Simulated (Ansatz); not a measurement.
Job for Ansatz (an electronic-structure program): R-B3LYP/def2-TZVPP on CH6Ge (SMILES [CH3][GeH3]), atoms moved off the minimum.

Ansatz 0.2 input:
```yaml
crystal:
  periodic: [false, false, false]
  atoms:
    - {symbol: Ge, position_ang: [-0.57466782, 0.11426353, 0.05121754]}
    - {symbol: C, position_ang: [1.71055598, -0.04314521, 0.09035395]}
    - {symbol: H, position_ang: [-1.05700172, -1.07029822, -1.05475920]}
    - {symbol: H, position_ang: [-0.94339342, 1.41862564, -0.44892738]}
    - {symbol: H, position_ang: [-0.85217376, -0.22854434, 1.37141706]}
    - {symbol: H, position_ang: [1.73537490, -1.11238030, 0.16688076]}
    - {symbol: H, position_ang: [2.02431366, 0.40961178, 0.76463490]}
    - {symbol: H, position_ang: [1.95229766, 0.13921592, -0.94800305]}
basis:
  gaussian:
    orbitals: def2-TZVPP
hamiltonian:
  xc: {name: B3LYP}
scf: {lower_state_search: off}
output: {forces: true}
```

Program output:

```
WARN ansatz: RAYON_NUM_THREADS=1 ignored (pool sized by the plan → 1); use --threads N
Functional definition: B3LYP
these checks for a lower state are left out or cut short: stability, starts, cluster_reference, orbital_swaps, neighbouring_geometries, increment
integrals: 0.06 GiB planned
923 factors; their error is unknown
mean field: 0.62 GiB planned
mean field evaluation 1: about -57642.9737 eV, gradient 6.5e1 eV
mean field evaluation 2: about -57631.5146 eV, gradient 8.4e1 eV
mean field evaluation 4: about -57652.3875 eV, gradient 3.8e0 eV
mean field evaluation 8: about -57652.6202 eV, gradient 3.9e-2 eV
mean field evaluation 16: about -57652.6202 eV, gradient 2.3e-6 eV
mean field -57652.62021049 eV, -2118.6947143858 hartree, gradient 2.4e-6 eV, S^2 0.000000; 0 other end points of the search recorded, 0 dependent functions left out
the calculation of the forces begins
reference -57652.62045455 eV, -2118.6947233549 hartree; 22, 22 occupied and 141, 141 virtual orbitals, 923 factors
Total energy: -57652.62045455 eV, -2118.6947233549 hartree
Atom 0 at    -0.574668     0.114264     0.051218 Å, force     3.527794    -2.206710    -3.519545 eV/Å
Atom 1 at     1.710556    -0.043145     0.090354 Å, force    -8.335687    -7.720759   -11.575536 eV/Å
Atom 2 at    -1.057002    -1.070298    -1.054759 Å, force     0.418064     1.292996     1.282801 eV/Å
Atom 3 at    -0.943393     1.418626    -0.448927 Å, force    -0.680822     1.598907    -0.442691 eV/Å
Atom 4 at    -0.852174    -0.228544     1.371417 Å, force    -1.157769    -0.676183     2.996280 eV/Å
Atom 5 at     1.735375    -1.112380     0.166881 Å, force     0.363034    -0.517582     0.543150 eV/Å
Atom 6 at     2.024314     0.409612     0.764635 Å, force     5.340015     7.502945    10.515675 eV/Å
Atom 7 at     1.952298     0.139216    -0.948003 Å, force     0.525372     0.726387     0.199864 eV/Å
Dipole moment:    -0.054066     0.058116     0.067178 e Å
Checks for a lower state left out: stability, starts, cluster_reference, orbital_swaps, neighbouring_geometries, increment
```

Self-consistency was reached.

Cost: very roughly 2.5 core-seconds.
